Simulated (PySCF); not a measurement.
Numbering as in the mapped SMILES `[CH3:1][CH2:2][c:3]1[cH:4][p:5][cH:6][cH:7][c:8]1[CH3:9]`; H(Xn) means a hydrogen on atom n.

Geometry: PBE0-D3(BJ)/def2-SVP; GIAO absolute shieldings from PySCF, gas phase, non-relativistic, averaged over equivalent atoms.

At PBE0/pcSseg-1 (215 basis functions, 33 s wall time on 1 thread of an AMD EPYC 9R45 96-Core, shared host):
| atoms | σ (ppm) |
| --- | --- |
| C4 | 20.1 |
| C6 | 21.9 |
| C3 | 30.0 |
| C8 | 42.0 |
| C7 | 42.3 |
| C2 | 150.9 |
| C9 | 160.4 |
| C1 | 166.9 |
| P5 | 98.1 |
| H(C6) | 22.55 |
| H(C4) | 22.61 |
| H(C7) | 23.44 |
| H(C2) | 28.63 |
| H(C9) | 28.79 |
| H(C1) | 30.11 |

Q: Predict the values at CAM-B3LYP/pcSseg-1 on the same geometry.

A: 
```tsv
atoms	σ at CAM-B3LYP/pcSseg-1	change
C4	12.2	-7.9
C6	13.9	-8.0
C3	23.3	-6.7
C8	36.3	-5.7
C7	36.3	-6.0
C2	149.2	-1.7
C9	159.1	-1.3
C1	165.0	-1.9
P5	64.9	-33.2
H(C6)	22.65	+0.10
H(C4)	22.71	+0.10
H(C7)	23.54	+0.10
H(C2)	28.74	+0.11
H(C9)	28.88	+0.09
H(C1)	30.16	+0.05
```

The largest change is at P5 (phosphorus bonded to 2 C, in a 6-membered ring). Cost: 215 basis functions, 42 s wall time on 1 thread of an AMD EPYC 9R45 96-Core, shared host. The order of the carbon signals is the same at both levels.
